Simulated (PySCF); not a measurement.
# How methods differ on the ionisation energy of Tc³²⁺

Tc³²⁺ [Ne] 3s1 (2S) → Tc³³⁺ [Ne] (1S), as a difference of total energies. All numbers are calculated (PySCF 2.14, scalar relativity by spin-free X2C-1e, in an even-tempered Gaussian basis (18 s from 4.7 bohr⁻², ratio 2.5; 11 p from 6.1 bohr⁻², ratio 2.5; 4 d from 23 bohr⁻², ratio 2.7; 4 f from 34 bohr⁻², ratio 2.7)). Correlated levels: outer shells: 1s2 frozen; virtual orbitals above 40 to 60 times the deepest correlated orbital energy dropped. The calculations carry no spin-orbit coupling.

| method | ionisation energy (eV) |
| --- | --- |
| UHF | 1899.5 |
| LDA | 1902.0 |
| PBE | 1904.0 |
| PBE0 | 1903.0 |
| r2SCAN | 1899.0 |
| M06-2X | 1902.0 |
| TPSS | 1902.3 |
| MP2 (outer shells) | 1900.1 |
| SCS-MP2 (outer shells) | 1900.0 |

Breit and QED terms and the two-electron picture change are absent.

For comparison: 1900.28 ± 0.06 eV (semi-empirical (NIST evaluation); NIST Atomic Spectra Database, ionization energies).
